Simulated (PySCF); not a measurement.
Species: C5H11OP2 (charge +1).
Bonds: C1–P2, P2–C3, C3–C4 (triple), C4–P5, P5–C6, P5–C7, C7–O8. Hydrogens: H9, H10, H11 on C1; H12, H13 on P2; H14, H15, H16 on C6; H17, H18 on C7; H19 on O8.

Method used: PySCF 2.14.0, PBE0-D3(BJ)/def2-SVP geometry optimisation, gas phase.

(1) List the bond lengths, angles and torsions at this level.

Results:

(1) 
```
                  bond  length (Å)
                 C1–P2       1.797
                 P2–C3       1.703
                 C3≡C4       1.227
                 C4–P5       1.777
                 P5–C6       1.842
                 P5–C7       1.860
                 C7–O8       1.392
 C1–H9, C1–H10, C1–H11       1.100
        P2–H12, P2–H13       1.413
C6–H14, C6–H15, C6–H16       1.099
        C7–H17, C7–H18       1.108
                O8–H19       0.965
```

Bonds in one row agree within 0.01 Å and their mean is given. A selection of angles:
```
     angle  degrees
  P2–C1–H9    108.9
 H9–C1–H10    110.2
  C1–P2–C3    113.3
 C1–P2–H12    108.7
 C3–P2–H12    111.0
 C3–P2–H13    109.5
H12–P2–H13    104.7
  P2–C3–C4    176.6
  C3–C4–P5    173.7
  C4–P5–C6     99.6
  C4–P5–C7     97.5
  C6–P5–C7    101.4
 P5–C6–H14    109.8
 P5–C6–H15    111.2
 P5–C6–H16    106.9
H14–C6–H15    111.0
H14–C6–H16    107.9
H15–C6–H16    109.9
  P5–C7–O8    111.1
 P5–C7–H17    104.3
 P5–C7–H18    106.6
 O8–C7–H17    113.6
H17–C7–H18    106.9
 C7–O8–H19    109.1
```

Dihedral angles: C4–P5–C7–O8 53° (synclinal); H19–O8–C7–P5 163° (antiperiplanar). The mirror-image conformer, all signs reversed, is as good.

P2 (phosphonium phosphorus) is distorted tetrahedral (angles from 104.7° to 113.3°). The 5 C–P bonds span 1.703 Å (P2–C3, drawn single) to 1.860 Å (P5–C7, drawn single), a spread of 0.157 Å. Of the pairs four or more bonds apart, O8···H15 is among the closest relative to their van der Waals radii: 2.54 Å, 93 % of the sum of Bondi's values. P5 (phosphine phosphorus) is pyramidal (angles 101.4°, 99.6° and 97.5°, sum 298.4°, 0.86 Å off the plane of its three neighbours).

Point group: C1 (no symmetry element, even within 0.4 Å). PBE0-D3(BJ)/def2-SVP frequencies: not computed here. Torsions: C4–P5–C7–O8 53°, P5–C7–O8–H 163°.
